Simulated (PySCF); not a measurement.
C2H7NSi3, SMILES C#C[SiH]1[SiH2]N[SiH2]1.

Geometry: B3LYP-D3(BJ)/def2-SVP. The structure was generated by enumeration, and PubChem lists no compound with its InChIKey, so it may never have been made.

Calculation: PySCF with PBE/def2-TZVP.

Isolated molecule, no solvent.

| Property | Value |
|---|---|
| total energy | -1003.08434 hartree |
| point group | Cs |
| highest occupied level | -6.06 eV |
| lowest empty level | -1.56 eV |
| orbital gap | 4.50 eV |
| dipole moment | 0.85 D |
| quadrupole, principal values (traceless, Buckingham form, about the centre of nuclear charge) | -6.09, -3.03, 9.12 D·Å |
| mean static polarisability | 115.8 bohr³ (17.16 Å³) |
| polarisability, principal values | 92.9, 113.0, 141.5 bohr³ |
